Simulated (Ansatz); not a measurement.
Program: Ansatz. Geometries: PBE0-D4/def2-TZVP. ΔE: electronic, gas phase. CCSD(T)/CBS adds triple-zeta CCSD(T) − MP2 to the extrapolated MP2 energy (def2 sets, frozen cores). DFT in def2-TZVPP. For Se outer-core shells are correlated without core-valence functions, which leaves a few kJ/mol of doubt a bond. Scalar relativity is left out up to krypton. Each species was taken in one conformer, which may not be the lowest.

Consider the redistribution: `O[SiH]1[NH][AlH]1` + `OP[SiH2][SeH]` → `[SeH][SiH]1[NH][AlH]1` + `O[SiH2]PO`.

Is it downhill or uphill in electronic energy at CCSD(T)/CBS, and by how much? (Best estimate.)

The calculation gave: Nearly level: ΔE = +0.3 kJ/mol.

What do these levels give: PBE-D4, BLYP-D4, PBE0-D4, r2SCAN0-D4, BHLYP-D4, B2PLYP, PBE-QIDH, BHLYP, LC-ωPBE, RPA@PBE/def2-TZVPP, SCS-MP2/def2-TZVPP, SCS-MP2/def2-QZVPP? (Estimate.)

The calculation gave: PBE-D4 1.6, BLYP-D4 0.7, PBE0-D4 1.3, r2SCAN0-D4 0.5, BHLYP-D4 0.2, B2PLYP -0.5, PBE-QIDH -0.1, BHLYP 0.0, LC-ωPBE 0.6, RPA@PBE/def2-TZVPP -0.5, SCS-MP2/def2-TZVPP -1.5, SCS-MP2/def2-QZVPP -0.8 kJ/mol.

Largest T1 diagnostic among the species: 0.014.

Leaving LDA and LC-ωPBE aside and taking each functional with its dispersion term where it has one, the values, not all of them listed here, spread over 2.7 kJ/mol, from B2PLYP to B97M-V. At CCSD(T), def2-SVP lies −7.3 kJ/mol from the extrapolated value and def2-TZVPP −0.9 kJ/mol.
